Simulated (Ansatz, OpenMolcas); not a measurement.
How methods differ on BNH3OF (SMILES NB(O)F)

The species is BNH3OF (7 atoms), meant as a singlet with charge 0. As SMILES, `NB(O)F`. The shape is that of a PBE0-D4/def2-TZVP optimisation. This is one conformer, not always the lowest.

Each level gives the HOMO–LUMO gap (eV). The values are calculated.

```
              level                    kind     program  value (eV)  CPU time
    SVWN5/6-311+G**                     LDA      Ansatz        5.85     5.2 s
      PBE/6-311+G**                     GGA  OpenMolcas        5.69      40 s
     TPSS/6-311+G**                meta-GGA  OpenMolcas        5.92      55 s
  r2SCAN0/6-311+G**         hybrid meta-GGA      Ansatz        8.55      10 s
CAM-B3LYP/6-311+G**  range-separated hybrid      Ansatz        9.81     8.9 s
    HSE06/6-311+G**  range-separated hybrid      Ansatz        7.13     7.7 s
  wB97M-V/6-311+G**  range-separated hybrid      Ansatz       10.98      41 s
   B2PLYP/6-311+G**           double hybrid  OpenMolcas        9.75      31 s
```

The values span 5.69 to 10.98 eV. Orbital gaps aren't excitation energies, and those of double hybrids come from the SCF part alone; they tend to grow with the share of exact exchange. CPU times are rough (shared hosts, several kinds of processor and program).
